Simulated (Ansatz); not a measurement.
Reactions of CH6OSSi2, SMILES `O=C([SiH3])[SiH2]S`.

Computed with Ansatz on PBE0-D4/def2-TZVP structures; ΔE is electronic, products minus reactants. CBS: MP2 limit from def2 TZ/QZ plus the TZ coupled-cluster correction, frozen cores. This one scheme is used for every species, atoms too. For atomizations the MP2-based limit and the directly extrapolated one differ by several kJ/mol either way, and by 10 to 25 for some Ge, Se and Sn compounds, so smaller differences from it don't rank the levels. Functionals use def2-TZVPP. Open shells (•) are unrestricted, without spin–orbit coupling. Spin–orbit coupling would lower the free atoms: a little for C, O, S, Si. For As, Ga outer-core shells are correlated without core-valence functions, so the limit isn't a true one: a few kJ/mol of doubt a bond, and 10 to 20 or more in all where bonds break to atoms. Scalar relativity is left out up to krypton. Each species was taken in one conformer, which may not be the lowest.

| reaction | B2PLYP (eV) | CCSD/CBS(def2) (eV) | CCSD(T)/CBS(def2) (eV) |
| --- | --- | --- | --- |
| `O=C([SiH3])[SiH2]S` → C• + 6 H• + O• + S• + 2 Si• | 37.15 | 37.10 | 37.76 |
| `O=C([SiH3])[SiH2]S` → `O=C([SiH3])S` + `[SiH2]` | 2.64 | 2.75 | 2.78 |
| `O=C([SiH3])[SiH2]S` + CH₄ → `C[SiH2]C(=O)[SiH3]` + H₂S | 0.69 | 0.66 | 0.69 |
| `O=C([SiH3])[SiH2]S` + `[GaH3]` → `O=[C]([SiH3])[GaH2]` + `[SiH3]S` | 0.01 | 0.02 | 0.02 |
| `O=C([SiH3])[SiH2]S` + `[AsH3]` → `O=C([SiH3])[AsH2]` + `[SiH3]S` | -0.03 | 0.01 | 0.02 |

Largest T1 diagnostic: 0.018, for `O=[C]([SiH3])[GaH2]`.
